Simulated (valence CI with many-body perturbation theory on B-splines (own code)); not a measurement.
## Level structure of Mg VII

Calculated by configuration interaction combined with many-body perturbation theory (CI+MBPT): four valence electrons over a frozen Dirac-Fock core [He], a basis of 11 s, 11 p, 9 d, 7 f, 5 g, 2 h, 1 i functions for each j, with the one-electron correlation potential Σ1, the two-electron term Σ2, the three-electron term Σ3, Breit, model QED; selected CI, second order for the rest, scaled by the run's own slope (own B-spline code, finite nucleus).

Set against measurement, 44 paired levels are off by 138 cm⁻¹ on average, the worst by 327. These come from a selection out of NIST levels in Kelleher and Podobedova, J. Phys. Chem. Ref. Data 37, 267 (2008). Levels without a partner in it may be off by more. Among the levels kept, up to 260 cm⁻¹ of a level comes from second order outside the variational space, and about a tenth of that is noise between levels of different J, which matters for small intervals.

Levels 1 to 45 of 71, with energies above the lowest level, 2s²2p² ³P_0. "Leading %" is the weight of the configuration and term that name the level; weights of strongly mixed levels are sums over their largest components and can fall short. In the jj column 3d3/2^4 stands for four electrons in 3d with j = 3/2. Lifetimes count E1, E2, E3, M1 and M2 decay at the calculated energies, and are blank where another channel may lead or the interval is too uncertain; long ones can be off by a factor of two.

```tsv
No.	Configuration	Term	J	E (eV)	Leading %	g	Leading jj	Lifetime
1	2s²2p²	³P	0	0.00	98		2s^2 2p1/2^2 (68 %)	
2	2s²2p²	³P	1	0.14	98	1.501	2s^2 2p1/2 2p3/2 (98 %)	40.3 s
3	2s²2p²	³P	2	0.36	98	1.500	2s^2 2p3/2^2 (62 %)	12.4 s
4	2s²2p²	¹D	2	5.09	98	1.000	2s^2 2p1/2 2p3/2 (62 %)	223 ms
5	2s²2p²	¹S	0	10.58	94		2s^2 2p3/2^2 (66 %)	
6	2s2p³	⁵S°	2	14.62	100	2.001	2s 2p1/2 2p3/2^2 (55 %)	20.2 μs
7	2s2p³	³D°	3	28.87	99	1.333	2s 2p1/2 2p3/2^2 (99 %)	598 ps
8	2s2p³	³D°	2	28.89	99	1.167	2s 2p1/2 2p3/2^2 (66 %)	583 ps
9	2s2p³	³D°	1	28.90	99	0.500	2s 2p1/2 2p3/2^2 (44 %)	574 ps
10	2s2p³	³P°	1	34.10	99	1.500	2s 2p1/2 2p3/2^2 (66 %)	221 ps
11	2s2p³	³P°	2	34.10	99	1.500	2s 2p3/2^3 (52 %)	224 ps
12	2s2p³	³P°	0	34.10	99		2s 2p1/2 2p3/2^2 (99 %)	220 ps
13	2s2p³	¹D°	2	43.97	99	1.000	2s 2p1/2 2p3/2^2 (77 %)	73.7 ps
14	2s2p³	³S°	1	44.93	99	1.999	2s 2p1/2 2p3/2^2 (55 %)	34.5 ps
15	2s2p³	¹P°	1	49.28	99	1.002	2s 2p3/2^3 (36 %)	44.6 ps
16	2p⁴	³P	2	67.25	97	1.500	2p1/2^2 2p3/2^2 (68 %)	64.2 ps
17	2p⁴	³P	1	67.51	97	1.501	2p1/2 2p3/2^3 (97 %)	63.8 ps
18	2p⁴	³P	0	67.62	97		2p3/2^4 (63 %)	63.6 ps
19	2p⁴	¹D	2	71.47	97	1.000	2p1/2 2p3/2^3 (68 %)	130 ps
20	2p⁴	¹S	0	81.67	93		2p1/2^2 2p3/2^2 (60 %)	56.1 ps
21	2s²2p3s	³P°	0	129.88	94		2s^2 2p1/2 3s (94 %)	19.3 ps
22	2s²2p3s	³P°	1	129.99	93	1.493	2s^2 2p1/2 3s (73 %)	19.1 ps
23	2s²2p3s	³P°	2	130.28	94	1.501	2s^2 2p3/2 3s (94 %)	19.2 ps
24	2s²2p3s	¹P°	1	131.54	94	1.007	2s^2 2p3/2 3s (74 %)	12.2 ps
25	2s²2p3p	¹P	1	136.82	90	0.983	2s^2 2p1/2 3p1/2 (40 %)	679 ps
26	2s²2p3p	³D	1	137.56	90	0.522	2s^2 2p1/2 3p1/2 (52 %)	608 ps
27	2s²2p3p	³D	2	137.68	94	1.167	2s^2 2p1/2 3p3/2 (52 %)	604 ps
28	2s²2p3p	³D	3	137.93	95	1.334	2s^2 2p3/2 3p3/2 (95 %)	605 ps
29	2s²2p3p	³S	1	138.77	91	1.980	2s^2 2p3/2 3p3/2 (41 %)	202 ps
30	2s²2p3p	³P	0	139.32	89		2s^2 2p1/2 3p1/2 (63 %)	133 ps
31	2s²2p3p	³P	1	139.44	86	1.515	2s^2 2p3/2 3p1/2 (59 %)	134 ps
32	2s²2p3p	³P	2	139.57	88	1.499	2s^2 2p3/2 3p3/2 (55 %)	133 ps
33	2s²2p3p	¹D	2	141.75	94	1.001	2s^2 2p3/2 3p3/2 (36 %)	405 ps
34	2s²2p3p	¹S	0	144.32	94		2s^2 2p3/2 3p3/2 (67 %)	176 ps
35	2s2p²3s	⁵P	1	146.13	98	2.502	2s 2p1/2 2p3/2 3s (41 %)	24.8 ps
36	2s²2p3d	³F°	2	146.14	61	0.786	2s^2 2p1/2 3d3/2 (90 %)	16.4 ps
37	2s2p²3s	⁵P	2	146.26	98	1.835	2s 2p1/2 2p3/2 3s (83 %)	24.7 ps
38	2s²2p3d	³F°	3	146.36	95	1.085	2s^2 2p1/2 3d5/2 (50 %)	237 ps
39	2s²2p3d	¹D°	2	146.41	61	0.884	2s^2 2p3/2 3d5/2 (39 %)	9.00 ps
40	2s2p²3s	⁵P	3	146.45	98	1.667	2s 2p3/2^2 3s (64 %)	24.6 ps
41	2s²2p3d	³F°	4	146.56	95	1.250	2s^2 2p3/2 3d5/2 (95 %)	2.25 ns
42	2s²2p3d	³D°	1	147.75	92	0.531	2s^2 2p1/2 3d3/2 (62 %)	2.30 ps
43	2s²2p3d	³D°	2	147.80	87	1.188	2s^2 2p1/2 3d5/2 (50 %)	2.36 ps
44	2s²2p3d	³D°	3	147.91	94	1.331	2s^2 2p3/2 3d5/2 (65 %)	2.28 ps
45	2s²2p3d	³P°	2	148.36	87	1.475	2s^2 2p3/2 3d5/2 (51 %)	3.82 ps
```

Names give the largest LS component (configuration and term), which can be under half, so a name can repeat, a term be missing and a line seem to break the LS rules; names also repeat where a configuration has a term twice.

The ionisation energy to 2s²2p ²P°1/2 of the next ion comes out as 225.04 eV (NIST: 225.02 ± 0.06 eV (semi-empirical)). All 71 levels together are meant to be complete up to 161.20 eV.
